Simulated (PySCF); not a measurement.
## Electronic structure of Se (selenium, neutral) at the UHF level

Configuration: [Ar] 3d10 4s2 4p3 4d1, high-spin 5D determinant (an excited configuration). Calculation: PySCF 2.14, in aug-cc-pwCVDZ-PP with ECP10MDF (6s5p4d1f, 48 functions); a scalar-relativistic core potential.

* Total energy: -371.526162 hartree
* One-electron energy: -653.3354 hartree
* Hartree (Coulomb) energy: 309.5213 hartree
* Exchange energy: -27.7121 hartree
* ⟨S²⟩: 6.0012
* ⟨L²⟩: 6.003
* Sum of ⟨r⟩: 24.45 bohr
* Sum of ⟨r²⟩: 44.48 bohr²
* Traceless quadrupole moment −½Σ⟨3z² − r²⟩ along its main axis: 3.50 e·bohr²

```csv
shell,electrons,mean orbital energy (eV),spread (eV),"rms radius, mean of both spins (bohr)"
3s α,1,-245.55,0,0.614
3s β,1,-244.88,0,0.614
3p α,3,-187.90,0.048,0.637
3p β,3,-187.12,0.109,0.637
3d α,5,-73.661,0.281,0.689
3d β,5,-73.126,0.124,0.689
4s α,1,-28.888,0,1.93
4s β,1,-20.421,0,1.93
4p α,3,-14.184,0.265,2.37
4d α,1,-0.007,0,3.50
```

Energies and moments cover only the electrons outside the core potential. The outer electron is Rydberg-like, and this basis confines it to a smaller radius and binds it less than a complete one would.
